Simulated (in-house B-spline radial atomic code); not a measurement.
A radial electron density 4πr²n(r) was computed for an atom or ion in its tabulated ground configuration with an all-electron radial atomic-structure program (B-spline basis); method: non-relativistic wB97X, spin-polarised, spherical fractional occupations, exact exchange averaged over the configuration. Columns: r (bohr), 4πr²n(r) (electrons per bohr), bar.

```
  0.0028   0.9051 #
 0.00334    1.254 ##
   0.004     1.74 ##
 0.00478    2.389 ###
 0.00571    3.254 ####
 0.00683    4.403 ######
 0.00817    5.892 ########
 0.00977     7.78 ##########
  0.0117    10.13 ##############
   0.014    12.94 #################
  0.0167     16.1 #####################
    0.02    19.61 ##########################
  0.0239    23.11 ###############################
  0.0286    26.28 ###################################
  0.0341    28.63 ######################################
  0.0408     29.8 ########################################
  0.0488     29.5 #######################################
  0.0584    27.84 #####################################
  0.0698     25.5 ##################################
  0.0835    23.55 ###############################
  0.0998    23.18 ###############################
   0.119    24.97 #################################
   0.143    28.59 ######################################
   0.171    32.01 ###########################################
   0.204    32.99 ############################################
   0.244    30.07 ########################################
   0.292    23.78 ################################
   0.349    16.85 ######################
   0.417    12.36 ################
   0.499    11.65 ################
   0.596    13.39 ##################
   0.713    14.77 ####################
   0.852    13.83 ##################
    1.02    10.61 ##############
    1.22    6.712 #########
    1.46    3.518 #####
    1.74    1.558 ##
    2.08   0.5626 #
    2.49    0.167 
    2.98  0.04183 
    3.56 0.008373
```

(1) Which atom or ion is it?
A. Fe3+
B. Mn3+
C. Ni4+
D. Cr3+

Results:

(1) B. The area under the curve, ∫4πr²n dr = ∫r·4πr²n d(ln r) on this logarithmic grid, is 22 electrons, which only this option has. The configuration is [Ar] 3d4.
